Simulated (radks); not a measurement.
Ag III, 45 electrons, occupied as [Kr] 4d9. Calculated with a radial shooting solver on a logarithmic mesh with Libxc functionals: scalar-relativistic Kohn-Sham, r2SCAN, spin-polarised, spherical densities, finite nucleus; open shells are filled with parallel spins first (spin-orbit coupling, left out, can overturn this in heavy ions); meta-GGA in the generalised Kohn-Sham scheme; Fermi nuclear charge, rms radius 4.5454 fm.

Local quantities along the radius. ELF = 1/(1 + alpha^2) is the electron localisation function; alpha = (tau - tau_W)/tau_unif compares the Pauli kinetic energy density with that of the uniform gas (summed over spins). tau is taken from the large components.

r (bohr)    ELF    alpha
0.001065  0.999  0.02269
0.001386  0.999  0.02257
0.001805  0.999  0.02295
0.00237   0.999  0.02398
0.003086  0.999  0.02581
0.004018  0.999  0.02880
0.005232  0.999  0.03358
0.006812  0.998  0.04134
0.008871  0.997  0.05445
0.01164   0.994  0.07899
0.01516   0.984   0.1259
0.01974   0.951   0.2259
0.02571   0.830   0.4522
0.03347   0.542   0.9194
0.04359   0.324    1.444
0.05721   0.387    1.260
0.0745    0.636   0.7571
0.097     0.762   0.5596
0.1263    0.648   0.7374
0.1645    0.343    1.383
0.2142    0.387    1.258
0.2811    0.703   0.6497
0.366     0.761   0.5604
0.4766    0.430    1.151
0.6206    0.190    2.065
0.8081    0.639   0.7519
1.061     0.759   0.5630
1.381     0.606   0.8065
1.799     0.317    1.467
2.342     0.101    2.990
3.05      0.018    7.335
3.971     0.001    26.07

On this mesh the ELF has minima near r = 0.050, 0.19, 0.62 bohr, which separate the shells, and maxima near 0.097 (0.76), 0.32 (0.77), 1.1 (0.76).
